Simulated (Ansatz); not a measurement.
Breaking a bond: SNa (cation, charge +1), lowest triplet found (which spin is the ground state isn't settled by this scan).

- UKS-PBE = unrestricted PBE/aug-cc-pVDZ (Ansatz, an electronic-structure program)
- UKS-PBE0 = Ansatz with unrestricted PBE0/aug-cc-pVDZ
- FCI = full CI/aug-cc-pVDZ, frozen core (Ansatz)

Energies relative to the lowest point of each curve between 2.36 and 3.39 Å, where full CI is lowest, in kcal/mol; the last columns give the error against full CI:

```json
[
 {"R / Å": "1.96", "UKS-PBE": "56.7", "UKS-PBE0": "57.0", "FCI": "64.6", "UKS-PBE − FCI": "-7.9", "UKS-PBE0 − FCI": "-7.6"},
 {"R / Å": "2.10", "UKS-PBE": "32.0", "UKS-PBE0": "32.0", "FCI": "37.7", "UKS-PBE − FCI": "-5.7", "UKS-PBE0 − FCI": "-5.6"},
 {"R / Å": "2.26", "UKS-PBE": "15.4", "UKS-PBE0": "15.3", "FCI": "19.2", "UKS-PBE − FCI": "-3.8", "UKS-PBE0 − FCI": "-3.8"},
 {"R / Å": "2.36", "UKS-PBE": "9.2", "UKS-PBE0": "9.1", "FCI": "12.0", "UKS-PBE − FCI": "-2.8", "UKS-PBE0 − FCI": "-2.9"},
 {"R / Å": "2.46", "UKS-PBE": "5.1", "UKS-PBE0": "5.0", "FCI": "7.1", "UKS-PBE − FCI": "-2.0", "UKS-PBE0 − FCI": "-2.1"},
 {"R / Å": "2.56", "UKS-PBE": "2.5", "UKS-PBE0": "2.4", "FCI": "3.9", "UKS-PBE − FCI": "-1.4", "UKS-PBE0 − FCI": "-1.5"},
 {"R / Å": "2.67", "UKS-PBE": "0.9", "UKS-PBE0": "0.8", "FCI": "1.7", "UKS-PBE − FCI": "-0.8", "UKS-PBE0 − FCI": "-0.9"},
 {"R / Å": "2.73", "UKS-PBE": "0.4", "UKS-PBE0": "0.3", "FCI": "0.9", "UKS-PBE − FCI": "-0.5", "UKS-PBE0 − FCI": "-0.6"},
 {"R / Å": "2.82", "UKS-PBE": "0.0", "UKS-PBE0": "0.0", "FCI": "0.3", "UKS-PBE − FCI": "-0.2", "UKS-PBE0 − FCI": "-0.3"},
 {"R / Å": "2.90", "UKS-PBE": "0.0", "UKS-PBE0": "0.0", "FCI": "0.0", "UKS-PBE − FCI": "0.0", "UKS-PBE0 − FCI": "0.0"},
 {"R / Å": "3.06", "UKS-PBE": "0.5", "UKS-PBE0": "0.5", "FCI": "0.1", "UKS-PBE − FCI": "0.3", "UKS-PBE0 − FCI": "0.4"},
 {"R / Å": "3.25", "UKS-PBE": "1.5", "UKS-PBE0": "1.6", "FCI": "0.9", "UKS-PBE − FCI": "0.6", "UKS-PBE0 − FCI": "0.7"},
 {"R / Å": "3.39", "UKS-PBE": "2.4", "UKS-PBE0": "2.5", "FCI": "1.6", "UKS-PBE − FCI": "0.8", "UKS-PBE0 − FCI": "0.9"},
 {"R / Å": "3.66", "UKS-PBE": "4.3", "UKS-PBE0": "4.4", "FCI": "3.3", "UKS-PBE − FCI": "1.0", "UKS-PBE0 − FCI": "1.1"},
 {"R / Å": "3.93", "UKS-PBE": "5.9", "UKS-PBE0": "6.0", "FCI": "4.8", "UKS-PBE − FCI": "1.2", "UKS-PBE0 − FCI": "1.2"},
 {"R / Å": "4.32", "UKS-PBE": "7.9", "UKS-PBE0": "7.8", "FCI": "6.5", "UKS-PBE − FCI": "1.4", "UKS-PBE0 − FCI": "1.3"},
 {"R / Å": "4.84", "UKS-PBE": "9.7", "UKS-PBE0": "9.5", "FCI": "8.1", "UKS-PBE − FCI": "1.6", "UKS-PBE0 − FCI": "1.4"},
 {"R / Å": "5.32", "UKS-PBE": "10.8", "UKS-PBE0": "10.5", "FCI": "9.1", "UKS-PBE − FCI": "1.8", "UKS-PBE0 − FCI": "1.5"},
 {"R / Å": "6.01", "UKS-PBE": "11.7", "UKS-PBE0": "11.3", "FCI": "9.8", "UKS-PBE − FCI": "1.9", "UKS-PBE0 − FCI": "1.5"},
 {"R / Å": "6.84", "UKS-PBE": "12.3", "UKS-PBE0": "11.9", "FCI": "10.4", "UKS-PBE − FCI": "1.9", "UKS-PBE0 − FCI": "1.5"},
 {"R / Å": "7.86", "UKS-PBE": "12.6", "UKS-PBE0": "12.2", "FCI": "10.7", "UKS-PBE − FCI": "1.9", "UKS-PBE0 − FCI": "1.5"},
 {"R / Å": "9.28", "UKS-PBE": "12.9", "UKS-PBE0": "12.4", "FCI": "11.0", "UKS-PBE − FCI": "1.9", "UKS-PBE0 − FCI": "1.5"}
]
```

UKS-PBE is furthest from FCI at 1.96 (-7.9 kcal/mol, below); its mean absolute error over the points is 1.9 kcal/mol.

UKS-PBE0 is furthest from FCI at 1.96 (-7.6 kcal/mol, below); its mean absolute error over the points is 1.8 kcal/mol.
